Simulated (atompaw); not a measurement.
# sulfur: PAW (atompaw) pseudisation with PBE, scalar-relativistic reference atom.

S (Z = 16), PAW, made with atompaw 4.2.0.5 (PBE, scalar-relativistic). Core [Ne], reference 3s2 3p3.75 (charge +0.25). Waves: 3s (bound): rc 1.55 bohr; 3s channel at -0.4 Ry: rc 1.55 bohr; 3p (bound): rc 1.85 bohr; 3p channel at -0.15 Ry: rc 1.85 bohr. Local part: troulliermartins scheme with l = 2 at 0 Ry, radius 1.65 bohr. Core correction: smooth core density matched at 1.10 bohr. Augmentation charge: besselshape compensation charge, radius 1.65 bohr; PAW radius 1.85 bohr; waves and projectors: custom rrkj gramschmidtortho.

All-electron outer shells of the reference configuration (PBE, scalar-relativistic, ld1.x):

```csv
shell,level (eV),outermost node (bohr),outermost maximum (bohr)
2p,-159.21,–,0.33
3s,-19.69,0.60,1.40
3p,-9.30,0.58,1.59
```

Results:

```
Cutoffs needed                                           : 18 Ry and 25 Ry (the cutoffs (Ry, on a coarse ladder) from which the occupation-weighted sum of valence levels, in a spherical-Bessel basis at the reference potential, stays within 10 and 1 mRy of its value at 400 Ry)
Ghost test                                               : no extra level below or beside the all-electron valence levels (s, p, d, f tested) (spherical-Bessel basis up to 400 Ry, 20 bohr box)
Lowest eigenvalue of the overlap operator                : 0.41 (s channel)
Overlap eigenvalues printed by atompaw (projector basis) : 0.131, 0.152, 1.35, 5.05
Share of each valence orbital outside the PAW sphere     : 3s 34 %, 3p 51 %
```

Generation and tests took about 0.75 s on one core of a shared server CPU.
